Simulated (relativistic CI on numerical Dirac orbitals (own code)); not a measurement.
## Ni⁺: 3s photoemission

Computed with this model: Dirac-Coulomb-Breit CI, KLI orbitals optimised for each configuration, a model potential for QED, multiplet model of photoemission in the sudden approximation, unscaled Slater integrals; configurations [Ar] 3d9 → [Ne] 3s 3p6 3d9; 300 K; Lorentzian 1.5 eV and Gaussian 0.6 eV FWHM. Energies are those of the free ion, without screening or charge transfer. The energies are binding energies and can lie tens of eV above those of solids. Without intra-shell correlation the exchange splitting of an s hole comes out too large, often by half or more. S is read from ⟨S²⟩ = S(S + 1).

free ion: ground-state S = 0.50, centroid 131.67 eV. Peaks (eV, height): 130.4 (100), 135.6 (34).

Strongest unbroadened transitions for free ion:

```json
{"Energy (eV)": "130.39", "Relative strength": "100.0"}
{"Energy (eV)": "130.51", "Relative strength": "30.0"}
{"Energy (eV)": "135.59", "Relative strength": "41.5"}
```
